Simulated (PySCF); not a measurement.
`InChI=1S/CH8F2OSi3/c2-1-5-4-7-6-3/h1,5-7H2`

Cartesian coordinates in Å; atom numbers follow the order of the lines, from 1:
```xyz
15

F    -0.992    1.787   -0.160
C    -1.972    0.904    0.268
Si   -1.700   -0.817   -0.537
O    -0.223   -1.322   -0.159
Si    1.388   -1.285    0.153
Si    2.060    0.902    0.382
F     3.656    0.809    0.663
H    -2.928    1.354   -0.005
H    -1.901    0.883    1.358
H    -2.641   -1.758    0.061
H    -1.783   -0.688   -1.988
H     1.490   -2.131    1.352
H     1.964   -2.033   -0.973
H     1.993    1.772   -0.789
H     1.586    1.631    1.559
```

Computed, not measured: GIAO OLYP/6-31++G** magnetisability, rotational g tensor and spin-rotation constants, non-relativistic, gas phase in PySCF. Geometry: GFN2-xTB.

(1) Give the nuclear spin-rotation constants along the inertial axes (H = +C I·J) beside the isotropic shieldings.

Results:

(1) Rotational constants 2.1868, 0.8213, 0.6201 GHz. A star marks the isotopologue with that one atom substituted, in its own axes.
```tsv
atom	isotope	Caa (kHz)	Cbb (kHz)	Ccc (kHz)	mean (kHz)	σ (ppm)
F1	19F	0.495	0.050	-0.012	0.178	455.8
F7	19F	1.345	0.167	0.027	0.513	421.7
H8	1H	0.030	-0.037	-0.068	-0.025	27.1
H9	1H	-0.219	-0.080	0.037	-0.087	26.9
H10	1H	-0.074	-0.041	-0.027	-0.047	26.8
H11	1H	-0.191	-0.074	0.034	-0.077	26.6
H12	1H	-0.201	-0.033	0.012	-0.074	26.1
H13	1H	-0.196	-0.015	-0.003	-0.071	26.0
H14	1H	-0.208	-0.033	0.012	-0.076	26.2
H15	1H	-0.204	-0.020	0.002	-0.074	26.2
C2	13C*	0.444	0.187	0.145	0.259	114.6
Si3	29Si*	-1.141	-0.456	-0.357	-0.651	416.2
O4	17O*	-0.280	-0.018	-0.007	-0.102	330.5
Si5	29Si*	-1.022	-0.491	-0.369	-0.627	415.0
Si6	29Si*	-1.067	-0.524	-0.390	-0.660	388.6
```
For the geometry as given, no vibrational averaging.
